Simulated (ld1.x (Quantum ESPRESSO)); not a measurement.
**u(r) = r·R(r): atom against pseudo-atom (Fe (Z = 26))**

Columns: radius, all-electron u(r) and pseudo u(r) of the 3d shell (level -43.22 eV) of iron in the configuration [Ne] 3s2 3p6 3d5 4s0 4p0; PBE, scalar-relativistic, TM scheme, ld1.x (Quantum ESPRESSO) 7.5.

| r (bohr) | all-electron | pseudo |
| --- | --- | --- |
| 0.078 | 0.0422 | 0.0058 |
| 0.155 | 0.1909 | 0.0430 |
| 0.232 | 0.3891 | 0.1331 |
| 0.310 | 0.5837 | 0.2824 |
| 0.388 | 0.7436 | 0.4752 |
| 0.465 | 0.8594 | 0.6791 |
| 0.542 | 0.9350 | 0.8633 |
| 0.620 | 0.9755 | 1.0022 |
| 0.698 | 0.9868 | 1.0797 |
| 0.775 | 0.9765 | 1.0975 |
| 0.852 | 0.9510 | 1.0695 |
| 0.930 | 0.9147 | 1.0113 |
| 1.008 | 0.8715 | 0.9393 |
| 1.085 | 0.8249 | 0.8663 |
| 1.162 | 0.7763 | 0.7977 |
| 1.240 | 0.7266 | 0.7354 |
| 1.318 | 0.6774 | 0.6800 |
| 1.395 | 0.6301 | 0.6305 |
| 1.472 | 0.5844 | 0.5844 |
| 1.550 | 0.5402 | 0.5402 |
| 1.628 | 0.4982 | 0.4982 |
| 1.705 | 0.4591 | 0.4591 |
| 1.782 | 0.4224 | 0.4224 |
| 1.860 | 0.3875 | 0.3875 |
| 1.938 | 0.3550 | 0.3550 |
| 2.015 | 0.3252 | 0.3252 |

(1) How many radial nodes do the two functions have?

(2) At about which radius was the pseudo-wave matched?

(3) Is the pseudo-wave norm-conserving?

## Answers

(1) The all-electron 3d function has n − l − 1 = 0; the pseudo-wave has 0.

(2) 1.55 bohr. The columns agree to 0.0005 from 1.40 bohr on; several derivatives are matched, so the curves merge somewhat inside the radius.

(3) Yes: the TM scheme keeps the norm inside the radius equal to the all-electron one, which fixes the energy derivative of the logarithmic derivative at the level.
